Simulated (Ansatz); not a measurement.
Ca2O2⁺, relaxed as a doublet with UKS PBE0-D4/def2-TZVP in Ansatz, starting from the PBE0-D4/def2-TZVP geometry of the neutral singlet. Force threshold 0.02 eV/Å.

The structure comes from a short search, and lower isomers may exist.

Start:

Cartesian coordinates in Å:
```
Ca -0.807 -1.115 -0.530
Ca 0.800 1.120 0.530
O -0.164 -0.497 1.298
O 0.171 0.493 -1.299
```

| step | energy (eV) | largest force component (eV/Å) | SCF passes |
| --- | --- | --- | --- |
| 1 | -40954.3038 | 2.793 | 68 |
| 2 | -40954.9986 | 0.709 | 33 |
| 3 | -40955.0399 | 0.319 | 24 |
| 4 | -40955.0449 | 0.288 | 26 |
| 5 | -40955.0485 | 0.033 | 24 |
| 6 | -40955.0488 | 0.002 | 19 |

Force components are those of the run's own axes.

End:

Cartesian coordinates in Å:
```
Ca -0.917 -1.276 -0.605
Ca 0.918 1.276 0.605
O -0.142 -0.417 1.095
O 0.141 0.418 -1.095
```

By distances, no bond broke or formed. The bond that changes most is Ca1–O4, from 2.03 to 2.06 Å (atoms count from 1).

No frequencies were taken in this run, so the end may be a saddle point.

It took 8.5 s on 4 threads of Intel Xeon 6975P-C on a shared host.
